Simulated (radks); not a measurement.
Values are calculated unless marked as measured or tabulated.
Effect of the nuclear size on neutral platinum, [Xe] 4f14 5d9 6s1. Level of theory: Dirac Kohn-Sham, LDA (Slater exchange, Perdew-Wang correlation), spin-unpolarised, spherical densities, finite nucleus; open shells fill j = l - 1/2 first; Fermi nuclear charge, rms radius 5.427 fm (a radial shooting solver on a logarithmic mesh with Libxc functionals). The rms radius is varied about that value; shifts are against it.

| rms radius (fm) | total energy shift (eV) | density at nucleus (e/bohr^3) | 1s1/2 shift (meV) | 2s1/2 shift (meV) | 5s1/2 shift (meV) | 5p1/2 shift (meV) | 6s1/2 shift (meV) | 5d5/2 shift (meV) | 6p1/2 (empty) shift (meV) |
|---|---|---|---|---|---|---|---|---|---|
| 4.5533 | -26.2 | 2.105e+06 | -10500 | -1540 | -16.9 | 0.054 | -1.27 | 0.488 | 0.157 |
| 5.1177 | -9.60 | 2.012e+06 | -3860 | -565 | -6.18 | 0.019 | -0.465 | 0.179 | 0.058 |
| 5.427 | 0 | 1.966e+06 | 0.000 | 0.000 | 0.000 | 0.000 | 0.000 | 0.000 | 0.000 |
| 5.6169 | 6.07 | 1.94e+06 | 2440 | 357 | 3.91 | -0.012 | 0.294 | -0.113 | -0.036 |
| 6.4147 | 32.9 | 1.842e+06 | 13200 | 1930 | 21.2 | -0.063 | 1.59 | -0.613 | -0.198 |

Slopes of the eigenvalues against <r^2> in GHz/fm^2, as finite differences over the two radii next to the reference (eigenvalue slopes, not the field-shift constants of lines): 1s1/2 284000, 2s1/2 41600, 5s1/2 455, 5p1/2 -1.41, 6s1/2 34.2, 5d5/2 -13.2, 6p1/2 (empty) -4.25.
